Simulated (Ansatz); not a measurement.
Correlation energies of C₅H₈O₃Zn, SMILES `CC1=CC(C)=[O+][Zn-]([OH])[O]1` by basis set

```xyz
17

C     2.680    0.165   -0.594
C     1.228   -0.157   -0.427
C     0.424    0.688    0.344
C    -0.942    0.516    0.589
C    -1.664    1.514    1.441
O    -1.659   -0.434    0.147
Zn   -0.973   -1.858   -0.978
O    -1.720   -3.304   -1.741
O     0.839   -1.209   -1.022
H     2.971    1.074   -0.070
H     3.275   -0.675   -0.226
H     2.901    0.270   -1.659
H     0.900    1.550    0.790
H    -2.105    0.998    2.297
H    -1.013    2.312    1.794
H    -2.489    1.941    0.867
H    -2.655   -3.390   -1.552
```

Total charge 0; spin multiplicity 1. For Zn the d shell is correlated and the shells below it are frozen. Scalar relativity is left out up to krypton. Geometry: relaxed with PBE0-D4/def2-TZVP. It is one conformer, not always the lowest. Frozen core, restricted reference, Ansatz 0.2.0.

```
     basis      HF (Eh)  MP2 corr.  CCSD corr.       (T)  CCSD(T) total
  def2-SVP  -2195.90427   -1.51770    -1.54973  -0.04924    -2197.50324
def2-TZVPP  -2196.63906   -2.02037    -2.00655  -0.08250    -2198.72811
def2-QZVPP  -2196.70195   -2.16629           –         –              –
```
